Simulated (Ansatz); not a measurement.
`[NH2][Nb]([F])([F])=[S]`. The species carries charge 0 and has multiplicity 1. Correlated methods include outer-core shells of Nb, which these sets cover unevenly. Nb: def2 effective core potential.

```xyz
7

N     0.786   -0.869    0.272
Nb   -0.449    0.570   -0.129
F    -1.278    1.144    1.439
F     0.472    1.991   -0.907
S    -1.859   -0.280   -1.487
H     0.757   -1.810   -0.089
H     1.570   -0.746    0.902
```

Give the diagnostics of a CCSD(T)/def2-TZVPP run (frozen core, Ansatz 0.2.0). (Best estimate.)

The calculation gave: T1 = 0.0228, largest single amplitude 0.064, largest double 0.055, (T) share of the correlation energy 4.9 %, 14 CCSD cycles. The RHF solution is stable towards an unrestricted one. T1 lies over the customary mark of 0.02 for closed shells; compounds of d metals often pass it without a breakdown.
